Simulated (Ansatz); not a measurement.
Program: Ansatz. Geometries: PBE0-D4/def2-TZVP. ΔE: electronic, gas phase. CCSD(T)/CBS adds triple-zeta CCSD(T) − MP2 to the extrapolated MP2 energy (def2 sets, frozen cores). Functionals use def2-TZVPP. Elements past krypton have def2 core potentials. For Cd, Ge outer-core shells are correlated without core-valence functions, which leaves a few kJ/mol of doubt a bond. Scalar relativity is left out up to krypton. One conformer a species, not always the lowest.

Consider the ligand exchange at the Si–O bond: `[NH2][Cd][O][SiH3]` + `S[CH2][GeH3]` → `[SiH3]S[CH2][GeH3]` + `[NH2][Cd][OH]`.

`[NH2][Cd][O][SiH3]`:

Cartesian coordinates in Å:
```
N -0.441 1.446 2.616
Cd -0.047 0.191 1.112
O 0.314 -0.984 -0.414
Si 0.251 -0.859 -2.028
H -1.152 1.071 3.234
H 0.380 1.606 3.189
H 1.183 0.186 -2.550
H 0.627 -2.161 -2.645
H -1.116 -0.496 -2.513
```

`S[CH2][GeH3]`:

Cartesian coordinates in Å:
```
S -1.279 1.507 -0.660
C -0.931 -0.121 0.045
Ge 0.981 -0.562 0.018
H -0.409 2.208 0.086
H -1.464 -0.832 -0.590
H -1.343 -0.206 1.051
H 1.233 -1.918 0.707
H 1.741 0.539 0.778
H 1.472 -0.615 -1.435
```

`[SiH3]S[CH2][GeH3]`:

Cartesian coordinates in Å:
```
Si 1.232 2.168 0.156
S -0.027 0.851 -0.941
C -0.132 -0.507 0.261
Ge -1.268 -1.944 -0.455
H 1.437 3.370 -0.688
H 0.597 2.548 1.447
H 2.537 1.521 0.456
H 0.862 -0.912 0.463
H -0.563 -0.152 1.199
H -0.662 -2.468 -1.764
H -1.335 -3.080 0.581
H -2.678 -1.395 -0.715
```

`[NH2][Cd][OH]`:

```xyz
6

N    -0.064    0.279   -1.592
Cd   -0.060   -0.301    0.323
O    -0.139   -1.116    2.108
H     0.851    0.591   -1.895
H    -0.696    1.055   -1.751
H     0.108   -0.507    2.807
```

| level | ΔE (kcal/mol) | difference from CCSD(T)/CBS |
| --- | --- | --- |
| LDA (SPW92) | 9.3 | -3.1 |
| BLYP-D4 | 11.2 | -1.2 |
| B97M-V | 13.3 | 0.9 |
| BHLYP-D4 | 15.4 | 3.0 |
| B2PLYP | 14.0 | 1.6 |
| BLYP | 12.4 | 0.0 |
| r2SCAN0 | 13.0 | 0.6 |
| BHLYP | 16.2 | 3.8 |
| RPA@PBE/def2-TZVPP | 14.8 | 2.4 |
| CCSD/def2-TZVPP | 15.2 | 2.8 |
| CCSD(T)/CBS | 12.4 | 0 |

Largest T1 diagnostic among the species: 0.016.

In def2-TZVPP, CCSD(T) changes the Hartree–Fock value by −5.5 kcal/mol (the triples alone add −1.0 kcal/mol) and MP2 by −6.4 kcal/mol. From r2SCAN to r2SCAN0 (25 % exact exchange), in def2-TZVPP and without D4, ΔE moves by +1.1 kcal/mol.
